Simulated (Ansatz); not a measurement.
`CN([SiH3])[SiH](O)O` + `OBCF` → `OB([SiH3])CF` + `CN[SiH](O)O`  (formal exchange of groups at the Si–N bond)

Gas-phase electronic energies from Ansatz, PBE0-D4/def2-TZVP geometries. CCSD(T)/CBS is the MP2 limit (def2-TZVPP, def2-QZVPP) plus CCSD(T) − MP2 in def2-TZVPP, frozen cores. One conformer a species, not always the lowest.

`CN([SiH3])[SiH](O)O`:

Cartesian coordinates in Å:
```
C 0.685 -1.152 -1.122
N -0.085 -0.230 -0.283
Si -1.193 0.809 -1.101
Si 0.373 -0.183 1.376
O 1.901 0.333 1.638
O -0.629 0.829 2.185
H 0.045 -1.623 -1.874
H 1.115 -1.955 -0.515
H 1.511 -0.653 -1.639
H -0.532 1.938 -1.816
H -1.933 0.009 -2.115
H -2.154 1.381 -0.122
H 0.380 -1.568 1.892
H 2.084 1.266 1.509
H -1.566 0.799 1.987
```

`OBCF`:

```xyz
8

O     1.092   -0.927    0.738
B     0.227   -0.526   -0.222
C    -0.543    0.819    0.037
F    -1.403    1.150   -1.003
H     1.536   -1.752    0.534
H     0.062   -1.173   -1.219
H     0.161    1.651    0.174
H    -1.133    0.758    0.961
```

`OB([SiH3])CF`:

Z-matrix (Å, degrees):
```
Si
B 1 2.036
H 1 1.488 2 111.3
H 1 1.488 2 111.3 3 121.3
H 1 1.495 2 109.7 3 -119.3
C 2 1.575 1 121.3 3 -61.1
O 2 1.355 1 123.2 3 119.0
F 6 1.392 2 112.1 1 0.7
H 6 1.098 2 110.8 1 -120.0
H 6 1.098 2 111.0 1 121.5
H 7 0.960 2 114.3 1 0.1
```

`CN[SiH](O)O`:

```xyz
12

C     1.437    0.341   -0.866
N     0.135    0.824   -0.455
Si   -0.931    0.011    0.584
O    -1.422   -1.444   -0.014
O    -0.224   -0.392    2.008
H     2.254    0.766   -0.272
H     1.478   -0.744   -0.747
H     1.628    0.559   -1.921
H    -0.002    1.813   -0.584
H    -2.071    0.940    0.781
H    -1.800   -1.437   -0.895
H    -0.481   -1.237    2.381
```

| species | CCSD(T)/CBS(def2) energy (Eh) |
| --- | --- |
| `CN([SiH3])[SiH](O)O` | -826.82735 |
| `OBCF` | -240.25532 |
| `OB([SiH3])CF` | -530.52809 |
| `CN[SiH](O)O` | -536.52860 |

(1) Work out ΔE.

Largest T1 diagnostic among the species: 0.013.

## Answers

(1) ΔE = (-530.52809) + (-536.52860) − (-826.82735) − (-240.25532) = 0.02598 Eh = +0.71 eV.

From PBE to PBE0 (25 % exact exchange), in def2-TZVPP and without D4, ΔE moves by +0.07 eV. The D4 term adds +0.07 eV with B3LYP and +0.04 eV with PBE0; it sums over pairs of atoms, weighted by their polarisabilities, and B3LYP, whose exchange is more repulsive, gets the larger term.

B3LYP here is the variant with VWN-RPA as its local correlation; programs differ in this.
